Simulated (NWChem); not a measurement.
# Correlation energy of GeS

```
Ge
S 1 2.0180
```
Charge 0, spin multiplicity 1.

The numbers come from NWChem runs, not from measurements. All single points use one geometry, from PBE0/def2-SVP, a minimum by its harmonic frequencies.

Basis set: def2-TZVP. Each correlation energy counts from its own Hartree-Fock reference.

```tsv
method	correlation energy (mHa)	difference from CCSD(T)
CCSD+T(CCSD)	-422.8	-1.8
CCSD	-398.4	+22.6
SCS-MP2	-368.3	+52.8
CR-CCSD[T]	-417.0	+4.0
CR-CCSD(T)	-415.7	+5.4
CCSD(T)	-421.0	0.0
MP2	-387.5	+33.5
```

The values span 54.6 mHa, from CCSD+T(CCSD) (lowest) to SCS-MP2 (highest). 

The Hamiltonian is non-relativistic. The correlated methods keep 14 core orbitals frozen. The structure started from a generated list of species. No row is a measurement; the coupled-cluster row has its own basis-set and correlation limits.
